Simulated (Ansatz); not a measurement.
This geometry of AlBrClFH2 (6 atoms, charge 0, multiplicity 1) is a first-order saddle point.

All numbers below come from RHF/def2-SVP (Ansatz 0.2.0).

```xyz
6
Properties=species:S:1:pos:R:3
Al -0.050 -0.233 -0.023
F -0.142 0.014 1.743
H 1.356 0.021 -0.628
Cl -1.848 0.281 -0.970
Br -0.202 -2.593 0.993
H -0.202 -1.217 1.868
```

Problem. Which two structures does it join? (They come from a converged band through this point; their orientation in space is the band's.)

Solution. Bonds broken: Br5–H6. Bonds formed: Al1–Br5, F2–H6.

First end point:

```xyz
6
Properties=species:S:1:pos:R:3
Al -0.029 0.132 -0.039
F -0.075 0.526 1.570
H 1.337 0.005 -0.772
Cl -1.838 0.308 -1.092
Br -0.202 -2.656 1.023
H -0.280 -2.042 2.293
```

Last end point:

```xyz
6
Properties=species:S:1:pos:R:3
Al -0.039 -0.540 -0.171
F -0.143 -0.051 1.830
H 1.338 0.083 -0.544
Cl -1.832 0.335 -0.858
Br -0.145 -2.779 0.348
H -0.268 -0.775 2.379
```

Problem. How far does it lie above each of them?

Solution. 62.0 kJ/mol above the first and 73.0 kJ/mol above the second. This is the barrier of this one path; another mechanism may lie lower. The orbitals stay closed-shell, which can raise the energy where a bond breaks towards radicals; this wasn't checked here.

Run time: 57 s on 1 thread of Intel(R) Xeon(R) 6975P-C (Granite Rapids), on a shared host, peak memory 0.2 GiB.
